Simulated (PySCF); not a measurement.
TiCl3, SMILES [Cl][Ti]([Cl])[Cl] (connectivity only; charge and spin as stated), neutral, multiplicity 2. Atoms are numbered in the order given.

```xyz
4

Ti     0.0000     0.0000     0.0000
Cl     2.1897     0.0000     0.0000
Cl    -1.0949    -1.8964     0.0000
Cl    -1.0949     1.8964     0.0000
```
Charge 0, spin multiplicity 2.

Geometry: PBE-D3(BJ)/def2-SVP. The spin state was assumed, not searched. The isomer is the one that the SMILES or the coordinates give; other isomers of the formula were not compared.

Method: PBE-D3(BJ)/def2-SVP (PySCF).

Frequencies are harmonic and unscaled.

Modes within 1.5 cm⁻¹ of each other (mostly degenerate sets) share a row, with their intensities summed.

```csv
mode,ν (cm⁻¹),IR (km/mol),moving atoms (share of kinetic energy)
1,73,14.4,"Ti 69 %, Cl 31 %"
2–3,100,1.2,"Cl 87 %, Ti 13 %"
4,354,0.0,Cl 100 %
5–6,495,237.5,"Ti 56 %, Cl 44 %"
```
